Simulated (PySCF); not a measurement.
A homologous series of growing length: n-germane mercapto/mercapto. Isolated molecules, 0 K electronic values unless said otherwise. One relaxed conformer stands for each flexible species; it need not be the lowest. Strings in code marks are SMILES.

The HOMO from two functionals at the same geometries (B3LYP-D3(BJ)/def2-SVP), both in PySCF: PBE-D3(BJ)/def2-TZVP and B3LYP-D3(BJ)/def2-TZVP. B3LYP has the VWN-RPA correlation part, as in Gaussian. 

```
species                                                                      PBE-D3(BJ)/def2-TZVP (eV)  B3LYP-D3(BJ)/def2-TZVP (eV)
---------------------------------------------------------------------------  -------------------------  ---------------------------
n = 1 (`[GeH2]([SH])[SH]` (H–S–Ge–S torsion -140°, S–Ge–S–H torsion -140°))                      -6.14                        -7.11
n = 2 (`[GeH2]([GeH2][SH])[SH]`)                                                                 -5.89                        -6.81
n = 3 (`[SH][GeH2][GeH2][GeH2][SH]`)                                                             -5.86                        -6.76
n = 4 (`[SH][GeH2][GeH2][GeH2][GeH2][SH]`)                                                       -5.85                        -6.72
n = 5 (`[SH][GeH2][GeH2][GeH2][GeH2][GeH2][SH]`)                                                 -5.94                        -6.80
n = 6 (`[GeH2]([GeH2][GeH2][GeH2][SH])[GeH2][GeH2][SH]`)                                         -5.82                        -6.65
```

Over these rows, drawn at random from the members with no instability flagged (it was tested for open shells, ions and some series alone), PBE minus B3LYP-D3(BJ): mean +0.89 eV, from +0.83 eV to +0.97 eV.
